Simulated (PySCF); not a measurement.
Method: PySCF with B3LYP-D3(BJ)/def2-TZVP // PBE0-D4/def2-TZVP. All species are isolated molecules in the gas phase. B3LYP has the VWN-RPA correlation part, as in Gaussian. Delta-SCF ions had no search for a lower state. 

Reference species (SMILES): `[CH3][InH2]` (neutral, multiplicity 1).

```yaml
vertical ionisation energy (Delta-SCF): 9.70 eV
S1 oscillator strength: 0.001
```

Changed species: `[CH3][InH][CH3]` (2 of 3 H replaced by CH3; the reference has 1 of 3 H replaced by CH3).

Q: Predict the effect on the vertical ionisation energy (Delta-SCF) and S1 oscillator strength.

A: the vertical ionisation energy (Delta-SCF) decreases by 0.56 eV, to 9.14 eV; the S1 oscillator strength hardly moves.
